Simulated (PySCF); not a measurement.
Radial density of Kr (krypton, neutral)

B3LYP, [Kr], closed-shell 1S. All numbers are calculated (PySCF 2.14, a scalar-relativistic core potential, in cc-pVDZ-PP with ECP10MDF). This is the valence pseudo-density: the core potential removes the inner electrons and smooths the orbitals near the nucleus.

```tsv
r (bohr)	4πr²ρ (e/bohr)
0.000619	5.431e-05
0.00104	0.0001534
0.00175	0.0004321
0.00295	0.001207
0.00495	0.003298
0.00833	0.008487
0.0140	0.01896
0.0236	0.03382
0.0397	0.05858
0.0667	0.1983
0.112	1.441
0.189	8.269
0.317	28.20
0.534	32.48
0.898	8.999
1.51	5.532
2.54	1.959
4.27	0.1373
7.19	7.117e-05
```

Energies and moments cover only the electrons outside the core potential.
